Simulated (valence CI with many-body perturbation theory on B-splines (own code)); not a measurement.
**E1 line list for C⁺**

Computed by configuration interaction combined with many-body perturbation theory (CI+MBPT): three valence electrons over a frozen Dirac-Fock core [He], radial functions for each j: 11 s, 11 p, 10 d, 8 f, 5 g, 2 h, with the one-electron correlation potential Σ1 (screened to all orders), the two-electron term Σ2, the three-electron term Σ3, Breit, model QED; selected single and double excitations, second order for the rest, scaled by the run's own slope (own B-spline code, finite nucleus).

Set against measurement, 29 paired levels are off by 67 cm⁻¹ on average, the worst by 148. These come from a selection out of the NIST Handbook of Basic Atomic Spectroscopic Data. Levels without a partner in it may be off by more.

Lines 101 to 150 of 513 in falling wavelength, among levels below 23.145 eV, chosen from the strongest by gf and those to the six lowest levels. Wavelengths and rates use the calculated energies, so an error of 70 cm⁻¹ moves a line at 10260 Å by 0.72 % and its rate by three times that or more. Electric multipoles are in the length gauge, E1 and E2 with the static RPA response of the core. Weak lines are less certain than strong ones. Lines between different terms over intervals too small for the method are left out, as are lines whose strength nearly cancels. The highest levels of a list are the least certain.

Names give the largest LS component (configuration and term), which can be under half, so a name can repeat, a term be missing and a line seem to break the LS rules; names also repeat where a configuration has a term twice.

```tsv
λ vac (Å)	λ from measured levels	Upper	Lower	A (s⁻¹)	S (a.u.) with core polarisation	S without
11510		2s²6d ²D_5/2	2s²5p ²P°_3/2	8.04e+04	3.63e-01	3.63e-01
11500		2s²6d ²D_3/2	2s²5p ²P°_1/2	6.57e+04	1.97e-01	1.97e-01
10730		2s2p3p ⁴S_3/2	2s²5p ²P°_3/2	1.07e+02	2.61e-04	2.61e-04
10720		2s2p3p ⁴S_3/2	2s²5p ²P°_1/2	2.45e+01	5.96e-05	5.96e-05
10570		2s²5d ²D_3/2	2s²4f ²F°_5/2	1.60e+06	3.74e+00	3.74e+00
10570		2s²5d ²D_5/2	2s²4f ²F°_7/2	1.53e+06	5.34e+00	5.34e+00
10570		2s²5d ²D_5/2	2s²4f ²F°_5/2	7.63e+04	2.67e-01	2.67e-01
10400		2s²5d ²D_3/2	2p³ ²P°_3/2	4.28e+05	9.51e-01	9.51e-01
10400		2s²5d ²D_5/2	2p³ ²P°_3/2	2.56e+06	8.54e+00	8.54e+00
10380		2s²5d ²D_3/2	2p³ ²P°_1/2	2.15e+06	4.74e+00	4.74e+00
10270		2s2p3s ²P°_1/2	2s²4d ²D_3/2	2.35e+06	2.51e+00	2.51e+00
10260	10270	2s2p3s ⁴P°_1/2	2s²4s ²S_1/2	1.24e+02	1.32e-04	1.32e-04
10250		2s2p3s ²P°_3/2	2s²4d ²D_5/2	2.06e+06	4.38e+00	4.38e+00
10250		2s2p3s ²P°_3/2	2s²4d ²D_3/2	2.29e+05	4.87e-01	4.87e-01
10230	10250	2s2p3s ⁴P°_3/2	2s²4s ²S_1/2	4.22e+02	8.92e-04	8.92e-04
9958		2s²5g ²G_9/2	2s²4f ²F°_7/2	6.90e+07	3.36e+02	3.36e+02
9958		2s²5g ²G_7/2	2s²4f ²F°_7/2	2.46e+06	9.60e+00	9.60e+00
9958		2s²5g ²G_7/2	2s²4f ²F°_5/2	6.65e+07	2.59e+02	2.59e+02
9662		2s²7s ²S_1/2	2s²5p ²P°_3/2	3.21e+06	2.86e+00	2.86e+00
9656		2s²7s ²S_1/2	2s²5p ²P°_1/2	1.60e+06	1.42e+00	1.42e+00
9240		2s²5s ²S_1/2	2s²4p ²P°_3/2	3.01e+07	2.34e+01	2.34e+01
9234		2s²5s ²S_1/2	2s²4p ²P°_1/2	1.50e+07	1.17e+01	1.17e+01
9209		2s²5f ²F°_7/2	2s²4d ²D_5/2	4.03e+07	1.24e+02	1.24e+02
9209		2s²5f ²F°_5/2	2s²4d ²D_5/2	2.69e+06	6.22e+00	6.22e+00
9209		2s²5f ²F°_5/2	2s²4d ²D_3/2	3.77e+07	8.71e+01	8.71e+01
9046		2s2p3p ⁴P_3/2	2s²5p ²P°_3/2	3.96e+01	5.78e-05	5.78e-05
9027		2s2p3p ⁴P_5/2	2s²5p ²P°_3/2	1.33e+02	2.91e-04	2.91e-04
8699		2s²5d ²D_3/2	2s2p3s ⁴P°_3/2	3.29e+01	4.27e-05	4.27e-05
8699		2s²5d ²D_5/2	2s2p3s ⁴P°_3/2	2.06e+02	4.02e-04	4.02e-04
8681		2s²5d ²D_3/2	2s2p3s ⁴P°_1/2	5.01e+01	6.47e-05	6.47e-05
8593	8699	2p³ ²P°_1/2	2s²4s ²S_1/2	4.79e+06	3.00e+00	3.00e+00
8579	8685	2p³ ²P°_3/2	2s²4s ²S_1/2	4.76e+06	5.93e+00	5.93e+00
8077		2s²6s ²S_1/2	2p³ ²P°_3/2	4.07e+05	2.11e-01	2.11e-01
8065		2s²6s ²S_1/2	2p³ ²P°_1/2	2.11e+05	1.09e-01	1.09e-01
7793		2s2p3p ⁴D_1/2	2p³ ²P°_3/2	4.49e+03	2.10e-03	2.09e-03
7785		2s2p3p ⁴D_3/2	2p³ ²P°_3/2	5.88e+03	5.47e-03	5.47e-03
7782		2s2p3p ⁴D_1/2	2p³ ²P°_1/2	9.66e+03	4.49e-03	4.49e-03
7773		2s2p3p ⁴D_3/2	2p³ ²P°_1/2	2.62e+03	2.43e-03	2.43e-03
7769		2s2p3p ⁴D_5/2	2p³ ²P°_3/2	4.13e+02	5.74e-04	5.74e-04
7595		2s2p3p ²P_1/2	2p³ ²P°_3/2	2.04e+06	8.83e-01	8.83e-01
7584		2s2p3p ²P_1/2	2p³ ²P°_1/2	4.18e+06	1.80e+00	1.80e+00
7583		2s2p3p ²P_3/2	2p³ ²P°_3/2	5.14e+06	4.42e+00	4.42e+00
7573		2s2p3p ²P_3/2	2p³ ²P°_1/2	1.06e+06	9.12e-01	9.11e-01
7461		2s²7p ²P°_1/2	2s²5s ²S_1/2	3.95e+04	1.62e-02	1.62e-02
7460		2s²7p ²P°_3/2	2s²5s ²S_1/2	3.85e+04	3.15e-02	3.15e-02
7227	7239	2s²3d ²D_3/2	2s²3p ²P°_3/2	6.97e+06	5.19e+00	5.19e+00
7226	7238	2s²3d ²D_5/2	2s²3p ²P°_3/2	4.18e+07	4.67e+01	4.67e+01
7221	7233	2s²3d ²D_3/2	2s²3p ²P°_1/2	3.49e+07	2.60e+01	2.60e+01
7010		2s²6s ²S_1/2	2s2p3s ⁴P°_3/2	1.66e+02	5.64e-05	5.64e-05
6810		2s2p3p ⁴D_3/2	2s2p3s ⁴P°_5/2	1.74e+06	1.08e+00	1.08e+00
```
